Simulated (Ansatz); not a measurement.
`BB(F)OC` + H₂S → `BS` + `COBF` at 600 K and 1 bar (cleavage of the B–B bond).

Calculated with Ansatz (gas phase, PBE0-D4/def2-TZVP geometries, no zero-point term in ΔE). CCSD(T)/CBS is the MP2 limit (def2-TZVPP, def2-QZVPP) plus CCSD(T) − MP2 in def2-TZVPP, frozen cores. This one scheme is used for every species. Each species was taken in one conformer, which may not be the lowest.

```
  species  CCSD(T)/CBS energy (Eh)  H − E (kJ/mol)  S (J/(mol·K))
`BB(F)OC`               -265.67389           239.7          420.2
      H₂S               -398.97279            60.8          230.9
     `BS`               -424.38198           108.7          286.1
   `COBF`               -240.31409           196.0          352.1
```

H − E and S are ideal-gas, rigid-rotor, harmonic terms from PBE0-D4/def2-TZVP, for one conformer and one mirror image of each species. 1 Eh = 2625.50 kJ/mol, R = 8.31446 J/(mol·K).

Q: By hand: ΔE, ΔH, ΔS and ΔG.

A: ΔE = (-424.38198) + (-240.31409) − (-265.67389) − (-398.97279) = -0.04939 Eh = -129.7 kJ/mol. Δ(H − E) = 108.7 + 196.0 − 239.7 − 60.8 = 4.2, so ΔH = -125.5 kJ/mol. ΔS = 286.1 + 352.1 − 420.2 − 230.9 = -12.9 J/(mol·K). ΔG = -125.5 − 600 × (-12.9)/1000 = -117.8 kJ/mol.

Q: By hand: the equilibrium constant, and the temperature at which ΔG would vanish if ΔH and ΔS stayed fixed.

A: log₁₀ K = −ΔG/(RT ln 10) = 10.3. ΔG = 0 at ΔH/ΔS = 9729 K, far beyond where these terms or the molecules hold.

The number of gas molecules stays the same, so ΔS is small and ΔH decides. A doubt of 5 kJ/mol in ΔE shifts log₁₀ K by 0.4 here. Other conformers and mirror images would add mixing entropy, several J/(mol·K) or more a flexible species. Modes under 60 cm⁻¹, often nearly free rotors, make the harmonic entropy too high. These are equilibria of isolated gas molecules and say nothing of rates. Largest T1 diagnostic: 0.015 (customary marks: 0.02 for closed shells, 0.045 for open ones).
